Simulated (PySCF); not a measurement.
Isomers of C7H10Si. Method used: TDDFT CAM-B3LYP/def2-SVPD, vertical, gas phase, core orbitals frozen in the response in PySCF. Geometries: GFN2-xTB; one conformer of each isolated species. Triplets are in the Tamm–Dancoff approximation. 'Strongest' means the level of largest summed f among the lowest 8 singlets; it needn't be the same kind of state in each.

Problem. Rank by computed energy of the strongest computed level, highest first.
A. `C=C(C)C1=CC=C[SiH2]1`
B. `C=CCC1=CC=C[SiH2]1`
C. `CC#CC1=C[SiH2][C@H]1C`
D. `[SiH3]C[C@@]12C=C[C@H]3[C@@H]1[C@H]32`

Solution. A (6.27 eV), D (5.55 eV), C (5.32 eV), B (4.24 eV).

| SMILES | strongest (eV) | gap (eV) | HOMO (eV) | f (strongest) | f (S1) | S1 (eV) | S1 mainly |
| --- | --- | --- | --- | --- | --- | --- | --- |
| C=C(C)C1=CC=C[SiH2]1 | 6.27 | 6.60 | -7.29 | 0.25 | 0.191 | 3.86 | H→L (95%) |
| [SiH3]C[C@@]12C=C[C@H]3[C@@H]1[C@H]32 | 5.55 | 8.79 | -7.60 | 0.06 | 0.063 | 5.55 | H→L (86%) |
| CC#CC1=C[SiH2][C@H]1C | 5.32 | 8.16 | -7.93 | 0.31 | 0.000 | 5.10 | H-1→L (90%) |
| C=CCC1=CC=C[SiH2]1 | 4.24 | 7.35 | -7.67 | 0.10 | 0.104 | 4.24 | H→L (97%) |

H and L stand for HOMO and LUMO.
